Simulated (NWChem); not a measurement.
System: CH$_{5}$BO$_{2}$; SMILES CB(O)O

NWChem input:

```
start job
memory heap 200 mb stack 900 mb global 1100 mb
geometry units angstroms noautosym nocenter noautoz
  B     -0.002936     0.116332     0.000465
  C     -0.069280    -1.474544     0.002708
  H      0.435181    -1.891463    -0.879781
  H     -1.088850    -1.878378     0.009713
  H      0.446456    -1.889813     0.879431
  O     -1.112308     0.918678    -0.001098
  H     -1.927555     0.401361    -0.000904
  O      1.189312     0.793338    -0.000308
  H      1.945014     0.191661     0.001146
end
basis spherical
  * library def2-svpd
end
dft
  xc b3lyp
  iterations 150
end
property
  response 1 0.0
end
task dft property
```

The geometry was optimised at B3LYP/6-31G* (spherical d).

Static field.

**Question.** Give the results of this calculation. (B3LYP/def2-SVPD.) Quantities: isotropic polarisability (bohr³); anisotropy (bohr³).

**Answer.** The isotropic polarisability (bohr³) is 36.6. The anisotropy (bohr³) is 9.4.
